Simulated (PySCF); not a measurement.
Job file and geometry (Å, from GFN2-xTB) of an NMR shielding run on SMILES C1C([Si@@H](CC)N[SiH3])(F)C1, C5H14FNSi2, GIAO PBE0/pcSseg-1 NMR shielding, non-relativistic, gas phase (PySCF); density fitting, a coarse starting grid and PySCF grid level 2 are the driver's defaults:

```
$ OMP_NUM_THREADS=1 python probes_run.py task.json out

{"job": {"kind": "nmr", "xc": "PBE0", "basis": "pcSseg-1"}, "charge": 0, "multiplicity": 1}
C      2.419547    -0.649868     0.886013
C      1.106269     0.118890     0.966594
Si     0.133178     0.053348    -0.662194
N     -0.754965    -1.423916    -0.780812
Si    -0.286399    -3.058177    -0.425435
C     -1.191798     1.410314    -0.708571
F     -2.083200     1.217157    -1.754170
C     -1.801241     2.039727     0.506739
C     -0.919894     2.848041    -0.394291
H      2.945707    -0.622513     1.839054
H      3.068561    -0.220261     0.126865
H      2.235483    -1.689000     0.624532
H      0.502540    -0.298921     1.773355
H      1.323074     1.152508     1.240677
H      1.035713     0.271192    -1.808309
H     -1.605660    -1.337878    -1.314180
H      0.900940    -3.430321    -1.202212
H      0.015188    -3.156587     1.004343
H     -1.439429    -3.882568    -0.782490
H     -2.861411     2.241490     0.482214
H     -1.429283     1.738868     1.473324
H      0.071023     3.113567    -0.060467
H     -1.388696     3.591891    -1.020499
```

Q: Write the output of this run.

A: 
```
coarse grid: 19512 points
cycle   1  E = -931.6934939834  dE =  8.799e-01  |g| = 6.827e-01  |ddm| = 4.226e+00
cycle   2  E = -931.6263987939  dE =  6.710e-02  |g| = 9.094e-01  |ddm| = 1.255e+00
cycle   3  E = -931.7886248650  dE = -1.622e-01  |g| = 9.124e-02  |ddm| = 7.980e-01
cycle   4  E = -931.7901423435  dE = -1.517e-03  |g| = 3.958e-02  |ddm| = 1.118e-01
cycle   5  E = -931.7905112410  dE = -3.689e-04  |g| = 5.844e-03  |ddm| = 3.801e-02
cycle   6  E = -931.7905176756  dE = -6.435e-06  |g| = 2.502e-03  |ddm| = 7.429e-03
final grid: 177696 points
cycle   7  E = -931.8461369098  dE = -4.847e-05  |g| = 1.034e-02  |ddm| = 3.270e-02
cycle   8  E = -931.8461187877  dE =  1.812e-05  |g| = 1.408e-02  |ddm| = 1.954e-02
cycle   9  E = -931.8461615187  dE = -4.273e-05  |g| = 1.112e-03  |ddm| = 1.108e-02
cycle  10  E = -931.8461617162  dE = -1.975e-07  |g| = 2.959e-04  |ddm| = 1.004e-03
cycle  11  E = -931.8461617308  dE = -1.466e-08  |g| = 5.879e-05  |ddm| = 2.336e-04
cycle  12  E = -931.8461617315  dE = -6.655e-10  |g| = 2.742e-05  |ddm| = 8.785e-05
converged SCF energy = -931.8461617315

GIAO shielding tensors (ppm)
atom      isotropic    diamagn.    paramagn.     s11        s22        s33       span
  0 C      175.748     246.965     -71.217    168.659    172.423    186.161     17.501
  1 C      179.614     258.198     -78.584    175.527    180.842    182.473      6.945
  2 Si     361.315     882.652    -521.337    340.090    366.235    377.621     37.530
  3 N      269.028     326.863     -57.835    251.825    256.842    298.418     46.593
  4 Si     406.664     879.788    -473.124    366.503    389.971    463.518     97.016
  5 C      113.172     250.873    -137.701     58.158     73.288    208.071    149.913
  6 F      414.876     476.083     -61.207    370.509    401.189    472.931    102.422
  7 C      176.367     254.918     -78.551    143.052    174.038    212.012     68.961
  8 C      177.278     258.978     -81.700    146.387    173.211    212.235     65.848
  9 H       30.177      28.442       1.735     24.887     27.345     38.299     13.413
 10 H       30.560      30.043       0.517     26.022     28.613     37.045     11.023
 11 H       30.389      31.032      -0.642     24.638     30.506     36.024     11.386
 12 H       30.941      35.499      -4.557     26.789     30.409     35.626      8.836
 13 H       31.628      34.486      -2.859     25.210     32.629     37.044     11.834
 14 H       26.526      31.423      -4.896     23.519     24.633     31.427      7.908
 15 H       31.290      33.703      -2.413     20.741     30.402     42.726     21.984
 16 H       26.788      28.959      -2.170     23.387     24.714     32.263      8.876
 17 H       26.833      30.298      -3.465     23.119     25.774     31.606      8.487
 18 H       26.917      28.484      -1.567     23.160     25.002     32.588      9.428
 19 H       30.737      30.925      -0.188     25.688     27.021     39.501     13.813
 20 H       31.329      33.600      -2.271     24.810     29.666     39.510     14.700
 21 H       31.445      33.408      -1.963     24.825     29.525     39.984     15.159
 22 H       30.690      30.978      -0.288     25.315     27.102     39.652     14.337
```

Q: Turn these shieldings into chemical shifts. Referencing at the same level of theory: 13C (186.93 ppm) and 29Si (349.16 ppm) and 1H (31.72 ppm) against TMS; 15N (267.73 ppm) against NH3; 19F (170.95 ppm) vs CFCl3.

A: Averaging equivalent atoms: C 5: 73.8; C 0: 11.2; C 7: 10.6; C 8: 9.6; C 1: 7.3; Si 2: -12.2; Si 4: -57.5; N 3: -1.3; F 6: -243.9; H 14: 5.19; H 16/17/18: 4.87; H 9/10/11: 1.34; H 22: 1.03; H 19: 0.98; H 12: 0.78; H 15: 0.43; H 20: 0.39; H 21: 0.27; H 13: 0.09 ppm. Unscaled 19F shifts against computed CFCl3 carry errors that often reach 10 to 50 ppm. Experimental scales use liquid or dissolved standards, which lie at an offset from isolated NH3 (liquid NH3: subtract about 20 ppm).

Size and cost of the density-fitted run: 237 basis functions, 96 s wall time on 1 thread of an Arm Neoverse N1, shared host; peak memory 1.1 GiB.
